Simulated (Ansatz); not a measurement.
A nudged elastic band was laid between two geometries of CH$_{2}$BIO (6 atoms, charge 0, multiplicity 1).

The calculation used RKS PBE/def2-SVP in Ansatz 0.2.0.

```yaml
movable_images: 7
climbing_image: yes
spring: 5.0 eV/Å²
optimiser: quadratic models (default)
start_path: through a guess of the saddle point
force_threshold: 0.05 eV/Å
iteration_limit: 60
end_points: relaxed
```

First end point:

```xyz
6
Properties=species:S:1:pos:R:3
O -0.708 1.563 0.001
C -0.051 0.688 -0.561
B -0.148 -0.656 0.250
I 1.511 -1.204 1.464
H 0.562 0.911 -1.485
H -1.167 -1.302 0.331
```

Last end point:

```xyz
6
Properties=species:S:1:pos:R:3
O -1.406 0.616 -0.517
C -0.056 0.393 -0.390
B 0.755 -0.456 0.405
I 2.060 -1.623 1.480
H 0.524 1.040 -1.081
H -1.877 0.031 0.103
```

(1) What changes between the two ends?

(2) Give the energies along the band, and the barrier.

(3) What is the geometry of the highest image?

Answers

(1) Bonds broken: B3–H6. Bonds formed: O1–H6.

(2) It converged. The highest image is number 4 of 0 to 8, 2.90 eV above the first end and 1.63 eV above the last; the last end lies 1.27 eV above the first. Neighbouring images differ by up to 1.5 eV, so the band resolves the path poorly. A vibrational analysis at the climbing image gives one clearly imaginary mode, 2031i cm⁻¹: a first-order saddle point. The orbitals stay closed-shell, which can raise the energy where a bond breaks towards radicals; this wasn't checked here.

| image | path coordinate (Å) | energy (eV) | B3–H6 (Å) | O1–H6 (Å) |
| --- | --- | --- | --- | --- |
| 0 | 0.00 | 0.00 | 1.21 | 2.92 |
| 1 | 0.44 | 0.03 | 1.21 | 2.77 |
| 2 | 0.88 | 0.33 | 1.21 | 2.27 |
| 3 | 1.32 | 1.37 | 1.29 | 1.74 |
| 4 | 1.76 | 2.90 | 1.60 | 1.24 |
| 5 | 2.16 | 1.98 | 2.04 | 1.00 |
| 6 | 2.56 | 1.48 | 2.41 | 0.98 |
| 7 | 2.96 | 1.31 | 2.59 | 0.98 |
| 8 | 3.35 | 1.27 | 2.69 | 0.97 |

(3) 
```xyz
6
Properties=species:S:1:pos:R:3
O -1.076 0.914 -0.093
C 0.028 0.436 -0.611
B 0.091 -0.897 0.115
I 1.668 -1.354 1.467
H 0.602 1.089 -1.294
H -1.312 -0.189 0.416
```

Run time: 5.2 min on 1 thread of Arm Neoverse V1 (shared host), peak memory 0.14 GiB.
